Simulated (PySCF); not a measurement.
Positional isomers: thiophene mercapto+boryl. Isolated molecules, 0 K electronic values unless said otherwise. One relaxed conformer stands for each flexible species; it need not be the lowest. Strings in code marks are SMILES.

Quantity: electronic energy of isomers of C4H5BS2 relative to `Bc1sccc1S`, in kJ/mol.

A: `Bc1cscc1S`
B: `Bc1cc(S)cs1`
C: `Bc1csc(S)c1`
D: `Bc1ccc(S)s1`
E: `Bc1ccsc1S`

Question: Order them by electronic energy of isomers of C4H5BS2 relative to `Bc1sccc1S` (lowest first) at the level PBE0-D4/def2-TZVP // PBE0-D4/def2-SVP (PySCF).

Answer: D (2.93 kJ/mol), B (6.89 kJ/mol), A (18.22 kJ/mol), E (20.17 kJ/mol), C (22.37 kJ/mol)
